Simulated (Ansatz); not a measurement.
Calculated with Ansatz (gas phase, PBE0-D4/def2-TZVP geometries, no zero-point term in ΔE). CCSD(T)/CBS is the MP2 limit (def2-TZVPP, def2-QZVPP) plus CCSD(T) − MP2 in def2-TZVPP, frozen cores. Functionals use def2-TZVPP. B3LYP here is the variant with VWN-RPA as its local correlation; programs differ in this. Elements past krypton have def2 core potentials. For In outer-core shells are correlated without core-valence functions, which leaves a few kJ/mol of doubt a bond. One conformer a species, not always the lowest.

`C[CH2][In]([OH])[SH]` + `O[SiH2]O` → `CC[SiH](O)O` + `[OH][InH][SH]`  (formal exchange of groups at a C–In bond)

`C[CH2][In]([OH])[SH]`:

Cartesian coordinates in Å:
```
C -1.137 0.221 -1.599
C -0.641 -0.770 -0.557
In 0.697 0.091 0.893
O 1.564 -0.867 2.410
S 1.408 2.364 0.973
H -1.812 -0.263 -2.312
H -0.316 0.654 -2.174
H -1.685 1.051 -1.146
H -0.105 -1.603 -1.019
H -1.470 -1.208 0.006
H 1.336 -1.798 2.463
H 2.161 2.128 2.062
```

`O[SiH2]O`:

Z-matrix (Å, degrees):
```
Si
O 1 1.642
O 1 1.642 2 113.5
H 1 1.481 2 111.5 3 116.9
H 1 1.481 2 103.8 3 -121.2
H 2 0.958 1 117.7 3 -66.0
H 3 0.958 1 117.7 2 -66.0
```

`CC[SiH](O)O`:

Z-matrix (Å, degrees):
```
C
C 1 1.527
H 1 1.093 2 111.6
H 1 1.092 2 111.1 3 120.4
H 1 1.094 2 111.4 3 -120.0
Si 2 1.859 1 113.7 3 179.2
H 2 1.096 1 110.7 3 57.7
H 2 1.097 1 110.2 3 -59.2
O 6 1.648 2 105.3 1 59.4
O 6 1.646 2 112.8 1 -177.9
H 6 1.485 2 112.8 1 -61.2
H 9 0.958 6 117.5 2 -173.1
H 10 0.958 6 117.5 2 -55.6
```

`[OH][InH][SH]`:

```xyz
6

O    -0.448   -0.082   -1.446
In    0.367    0.530    0.257
S    -0.080   -1.097    1.917
H    -0.314    0.521   -2.181
H     1.226    1.992    0.414
H    -0.751   -1.864    1.039
```

**Question.** Is it downhill or uphill in electronic energy at CCSD(T)/CBS, and by how much? (Estimate.)

**Answer.** Computed: Downhill: ΔE = -0.20 eV.

**Question.** What do these levels give: r2SCAN-D4, PBE0-D4, B3LYP-D4, ωB97X-V, ωB97M-V, r2SCAN, SCS-MP2/def2-TZVPP, CCSD/def2-TZVPP, HF/def2-QZVPP, SCS-MP2/def2-QZVPP, MP2/CBS(def2), CCSD/CBS(def2)? (Estimate.)

**Answer.** Ansatz gave: r2SCAN-D4 -0.30, PBE0-D4 -0.30, B3LYP-D4 -0.26, ωB97X-V -0.31, ωB97M-V -0.32, r2SCAN -0.30, SCS-MP2/def2-TZVPP -0.17, CCSD/def2-TZVPP -0.24, HF/def2-QZVPP -0.31, SCS-MP2/def2-QZVPP -0.16, MP2/CBS(def2) -0.14, CCSD/CBS(def2) -0.22 eV.

Largest T1 diagnostic among the species: 0.016.

From PBE to PBE0 (25 % exact exchange), in def2-TZVPP and without D4, ΔE moves by −0.04 eV. In def2-TZVPP, CCSD(T) changes the Hartree–Fock value by +0.09 eV (the triples alone add +0.02 eV) and MP2 by +0.15 eV.
